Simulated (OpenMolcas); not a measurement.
A run on Cr2+ among 5 point charges of -1.5 e arranged as a square pyramid (C4v), 1.99 Å from the ion, with the axial distance 2.109 Å.

```
Program             : OpenMolcas 26.06
Method              : SS-CASPT2, IPEA 0.25 Eh, imaginary shift 0.1 Eh (closed shells correlated: 3s 3p)
Basis               : ANO-RCC-VDZP [5s4p2d1f]
Scalar Hamiltonian  : DKH2, point nucleus
Active space        : 4 electrons in 5 orbitals (3d)
State averaging     : 2S+1 = 5 even, 5 roots; 2S+1 = 3 even, 45 roots; 2S+1 = 1 even, 50 roots
Spin-orbit coupling : RASSI with atomic mean-field integrals over the reference wave functions
```

First CASPT2 step and the start of its output:

```
&CASPT2
Multistate=5 1 2 3 4 5
NoMult
Frozen=5
IPEA=0.25
Imaginary=0.1
MaxIter=60
WThr=0.0 0.3 0.05
PrWF=0.5
NoMix
```

```
--- CASPT2 ---
Orbital specifications:
      -----------------------

      Symmetry species                           1
                                                 a
      Frozen orbitals                            5
      Inactive orbitals                          4
      Active orbitals                            5
      Secondary orbitals                        20
      Deleted orbitals                           0
      Number of basis functions                 34
Type of calculation                        SS-CASPT2
      Fock operator                              state-specific
      IPEA shift                                 0.25
      Real shift                                 0.00
      Imaginary shift                            0.10
      The input orbitals will be transformed to quasi-canonical
Reference energy:       -1052.8961375388
      E2 (Non-variational):      -0.3102592554
      Shift correction:          -0.0002144921
      E2 (Variational):          -0.3104737475
      Total energy:           -1053.2066112863
      Residual norm:              0.0000006599
      Reference weight:           0.93922
      Contributions to the CASPT2 correlation energy
      Active & Virtual Only:         -0.0489936601
      One Inactive Excited:          -0.1390848806
      Two Inactive Excited:          -0.1221807147
Reference energy:       -1052.8769406133
      E2 (Non-variational):      -0.3050964081
      Shift correction:          -0.0001777185
      E2 (Variational):          -0.3052741266
      Total energy:           -1053.1822147399
      Residual norm:              0.0000000942
      Reference weight:           0.94238
      Contributions to the CASPT2 correlation energy
      Active & Virtual Only:         -0.0454325561
...
```

Over all roots the printed reference weights run from 0.02 to 0.95, and roots that are degenerate in the reference spread by up to 0.086 cm-1.

Problem. Did the run give usable levels, and if not, why?

Solution. No. The equations converged, but the reference weight falls to 0.02 for at least one root against 0.95 for the best. A drop of that size marks an intruder state, so the energies of such roots and the levels built on them can't be trusted.
